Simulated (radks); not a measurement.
Task: These are the eigenvalues of the occupied orbitals of an atom or ion with whole-number occupations (Ry). Method: non-relativistic Kohn-Sham, r2SCAN, spin-unpolarised, spherical densities, point nucleus; meta-GGA in the generalised Kohn-Sham scheme; computed with a radial shooting solver on a logarithmic mesh with Libxc functionals.

| orbital | eigenvalue |
|---|---|
| 1s | -70.46867 |
| 2s | -9.74477 |
| 2p | -8.02419 |

Which element is it, and in what charge state? The configuration may be excited.

Result: Z = 10, neon, charge +4: Ne4+ in [He] 2s2 2p2. The list shows which subshells hold electrons but not how many an open one holds; the 1s level, -35.234 hartree, gives Z - s = 8.4 by -(Z - s)^2/2, which with screening narrows Z to a few neighbours, and the depths of the outer levels then fix element, charge and occupations together.
